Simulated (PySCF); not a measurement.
C2H8PSi2 (doublet state).
Structure used (GFN2-xTB), in Å, numbered top down from 1:
```xyz
13
C2H8PSi2 angstrom
C     -2.8149    0.9723   -0.3225
C     -1.5729    0.6901   -0.4567
Si    -0.7884   -1.0800   -0.2905
Si     1.4793   -0.7675    0.0887
P      1.9297    1.4215   -0.1444
H     -3.7196    0.4542   -0.0981
H     -0.8308    1.4500   -0.6906
H     -1.4966   -1.7894    0.7809
H     -1.0853   -1.8088   -1.5303
H      2.3501   -1.4240   -0.8946
H      1.9324   -1.2522    1.4014
H      3.2100    1.3468    0.3659
H      1.4027    1.7875    1.0798
```

The hyperfine couplings belong to this conformer and change with its torsions.

As a line formula: `[SiH2](P)[SiH2]/C=[C]\[H]` [radical].

Method used: UKS B3LYP, pcH-1 on C H P Si, non-relativistic, mean-field spin-orbit, GIAO in PySCF. The structure is a single GFN2-xTB conformer in the gas phase; no vibrational or solvent corrections. A GFN2-xTB geometry isn't a minimum of the functional, and hyperfine couplings can be far from their values at a DFT geometry. The SCF solution wasn't tested for stability.

(1) Match the computed a_iso(13C) values +289.5, -29.3 MHz with the sites C1; C2.

(2) Match the computed a_iso(29Si) values -136.8, -13.5 MHz with the sites Si3; Si4.

(3) Match the computed a_iso(1H) values +151.3, +54.3, -6.3, +5.0, +1.8 MHz (means over equivalent nuclei) with the sites H6; H7; H8/H9; H10/H11; H12/H13.

## Answers

(1) 
| site | a_iso (MHz) | ρ(0) (bohr⁻³) | position | distance from C1 (Å) | spin population | largest \|T\| (MHz) |
| --- | --- | --- | --- | --- | --- | --- |
| C1 | +289.5 | +0.2576 | largest spin population | 0.00 | +0.95 | 133.6 |
| C2 | -29.3 | -0.0261 | 1 bond from C1 | 1.28 | -0.16 | 18.0 |

(2) 
```
site  a_iso (MHz)  ρ(0) (bohr⁻³)         position  distance from C1 (Å)  spin population  largest |T| (MHz)
 Si3       -136.8        +0.1542  2 bonds from C1                  2.88            +0.12               31.0
 Si4        -13.5        +0.0152  3 bonds from C1                  4.65            +0.02                3.7
```

(3) 
```json
{"site": "H6", "a_iso (MHz)": "+54.3", "ρ(0) (bohr⁻³)": "+0.0122", "position": "1 bond from C1", "distance from C1 (Å)": "1.07", "bound to": "C1", "spin population there": "+0.95", "largest |T| (MHz)": "36.9"}
{"site": "H7", "a_iso (MHz)": "+151.3", "ρ(0) (bohr⁻³)": "+0.0338", "position": "2 bonds from C1, on C2 of spin population -0.16", "distance from C1 (Å)": "2.07", "bound to": "C2", "spin population there": "-0.16", "largest |T| (MHz)": "11.8"}
{"site": "H8/H9", "a_iso (MHz)": "-6.3", "ρ(0) (bohr⁻³)": "-0.0014", "position": "3 bonds from C1, on Si3 of spin population +0.12", "distance from C1 (Å)": "3.37", "bound to": "Si3", "spin population there": "+0.12", "largest |T| (MHz)": "3.7"}
{"site": "H10/H11", "a_iso (MHz)": "+5.0", "ρ(0) (bohr⁻³)": "+0.0011", "position": "4 bonds from C1", "distance from C1 (Å)": "5.62", "bound to": "Si4", "spin population there": "+0.02", "largest |T| (MHz)": "1.0"}
{"site": "H12/H13", "a_iso (MHz)": "+1.8", "ρ(0) (bohr⁻³)": "+0.0004", "position": "5 bonds from C1", "distance from C1 (Å)": "5.30", "bound to": "P5", "spin population there": "0.00", "largest |T| (MHz)": "1.2"}
```

ρ(0) is the spin density at the nucleus and T the dipolar tensor; a_iso includes a spin–orbit part; entries for several nuclei are means. The Mulliken spin populations are largest on C1 (+0.95), C2 (-0.16) and Si3 (+0.12). C1 is the only atom above +0.15. The positive populations add up to 1.17 and the negative ones to -0.17, together 2S = 1.

Nuclei that the bonding pattern makes equivalent are averaged, as if the motion that swaps them (rotation, inversion, ring flip) were fast.
